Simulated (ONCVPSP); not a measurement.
Varying the ONCV potential for aluminium

Base potential:

aluminium, optimised norm-conserving Vanderbilt (ONCV), made with ONCVPSP 4.0.1 (PBEsol, scalar-relativistic). Core [Ne], reference 3s2 3p0.5 (charge +0.5). Waves: 3s: rc 1.80 bohr, ncon 4, nbas 7, qcut 2.8 1/bohr, 1 projector; 3p: rc 2.70 bohr, ncon 4, nbas 7, qcut 3 1/bohr, 1 projector. Local part: polynomial inside 1.55 bohr (lpopt 5, dvloc0 -1 Ha). Core correction: polynomial model core, fcfact 0.5.

All-electron outer shells of the reference configuration (PBEsol, scalar-relativistic, ld1.x):

| shell | level (eV) | outermost node (bohr) | outermost maximum (bohr) |
| --- | --- | --- | --- |
| 2s | -111.68 | 0.16 | 0.50 |
| 2p | -73.38 | – | 0.43 |
| 3s | -11.06 | 0.80 | 2.06 |
| 3p | -5.68 | 0.82 | 2.52 |

Cutoffs, loose and tight: the cutoffs (Ha) at which the residual kinetic energy of the hardest occupied pseudo-wave falls to 1 and 0.1 mHa per electron. They do not see the model core or the augmentation charge, which bear on the density cutoff. Test errors are all-electron minus pseudo excitation energies from the reference, over the configurations 3s2 3p1; 3s2 3p0; 3s1 3p0; 3s0 3p3. A dash means not determined; rows that change the core or the reference have their own tests.

```json
{"change": "base", "outcome": "generated", "cutoff, loose": "10 Ha", "cutoff, tight": "29 Ha", "bound ghosts": "none", "GHOST(+) flags above zero": "s", "largest test error (meV)": "+27"}
{"change": "p: rc 1.9", "outcome": "generated", "cutoff, loose": "10 Ha", "cutoff, tight": "29 Ha", "bound ghosts": "none", "GHOST(+) flags above zero": "s", "largest test error (meV)": "+30"}
{"change": "p: rc 2.16", "outcome": "generated", "cutoff, loose": "10 Ha", "cutoff, tight": "29 Ha", "bound ghosts": "none", "GHOST(+) flags above zero": "s", "largest test error (meV)": "+30"}
{"change": "p: rc 2.26", "outcome": "generated", "cutoff, loose": "10 Ha", "cutoff, tight": "29 Ha", "bound ghosts": "none", "GHOST(+) flags above zero": "s", "largest test error (meV)": "+30"}
{"change": "p: rc 2.52", "outcome": "generated", "cutoff, loose": "10 Ha", "cutoff, tight": "29 Ha", "bound ghosts": "none", "GHOST(+) flags above zero": "s", "largest test error (meV)": "+29"}
{"change": "p: rc 2.78", "outcome": "generated", "cutoff, loose": "10 Ha", "cutoff, tight": "29 Ha", "bound ghosts": "none", "GHOST(+) flags above zero": "s", "largest test error (meV)": "+27"}
{"change": "p: rc 3", "outcome": "generated", "cutoff, loose": "10 Ha", "cutoff, tight": "29 Ha", "bound ghosts": "none", "GHOST(+) flags above zero": "s", "largest test error (meV)": "+26"}
{"change": "p: rc 3.22", "outcome": "generated", "cutoff, loose": "10 Ha", "cutoff, tight": "29 Ha", "bound ghosts": "none", "GHOST(+) flags above zero": "s", "largest test error (meV)": "+25"}
{"change": "p: rc 3.5", "outcome": "generated", "cutoff, loose": "10 Ha", "cutoff, tight": "29 Ha", "bound ghosts": "none", "GHOST(+) flags above zero": "s", "largest test error (meV)": "+24"}
{"change": "p: rc 3.72", "outcome": "generated", "cutoff, loose": "10 Ha", "cutoff, tight": "29 Ha", "bound ghosts": "none", "GHOST(+) flags above zero": "s", "largest test error (meV)": "+24"}
{"change": "p: rc 3.98", "outcome": "generated", "cutoff, loose": "10 Ha", "cutoff, tight": "29 Ha", "bound ghosts": "none", "GHOST(+) flags above zero": "s", "largest test error (meV)": "+24"}
```

Reading the sweep of the p radius (base included, trends over the rows without a ghost): The loose cutoff stays near 10 Ha. The median size of the test errors (rows with all tests solved) is not monotonic: lowest 0.9 meV at 2.78 bohr, highest 5.3 meV at 2.16 bohr.
